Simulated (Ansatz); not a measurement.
Program: Ansatz. Geometries: PBE0-D4/def2-TZVP. ΔE: electronic, gas phase. CCSD(T)/CBS adds triple-zeta CCSD(T) − MP2 to the extrapolated MP2 energy (def2 sets, frozen cores). Functionals use def2-TZVPP. HSE06 is defined as in plane-wave codes. Elements past krypton have def2 core potentials. For Br, In, Sn outer-core shells are correlated without core-valence functions, which leaves a few kJ/mol of doubt a bond. Scalar relativity is left out up to krypton.

Reaction (redistribution): `[Cl][Sn]([Cl])([Cl])[Br]` + `[Cl][InH2]` → `[Cl][Sn]([Cl])([Cl])[Cl]` + `[Br][InH2]`

`[Cl][Sn]([Cl])([Cl])[Br]`:

Cartesian coordinates in Å:
```
Cl -1.149 -1.667 -1.083
Sn -0.012 0.005 -0.006
Cl 0.530 1.630 -1.528
Cl -1.376 0.916 1.594
Br 2.007 -0.884 1.023
```

`[Cl][InH2]`:

```xyz
4

Cl    0.317   -0.495    1.998
In   -0.040    0.062   -0.250
H     1.119    1.165   -0.839
H    -1.397   -0.732   -0.910
```

`[Cl][Sn]([Cl])([Cl])[Cl]`:

Cartesian coordinates in Å:
```
Cl 0.838 0.667 2.021
Sn 0.000 0.000 0.000
Cl 0.328 1.655 -1.545
Cl 1.074 -1.902 -0.680
Cl -2.239 -0.420 0.204
```

`[Br][InH2]`:

Cartesian coordinates in Å:
```
Br -0.706 1.063 1.787
In 0.093 -0.140 -0.235
H 0.561 -1.748 0.089
H 0.052 0.824 -1.642
```

| level | ΔE (kcal/mol) |
| --- | --- |
| B97M-V | -0.5 |
| r2SCAN0-D4 | -0.6 |
| ωB97M-V | -0.6 |
| revPBE | -0.4 |
| r2SCANh | -0.5 |
| HSE06 | -0.6 |
| CCSD/def2-TZVPP | -0.8 |
| HF/def2-QZVPP | -1.3 |

(1) What does CCSD(T)/CBS give? (An estimate is asked.)

Largest T1 diagnostic among the species: 0.014.

Answers

(1) The calculation gave: -0.2 kcal/mol. The listed levels differ from it by -0.3, -0.4, -0.4, -0.2, -0.3, -0.4, -0.6, -1.1 kcal/mol.

Leaving LDA and LC-ωPBE aside and taking each functional with its dispersion term where it has one, the values, not all of them listed here, spread over 0.8 kcal/mol, from PBE-QIDH to BLYP-D4.
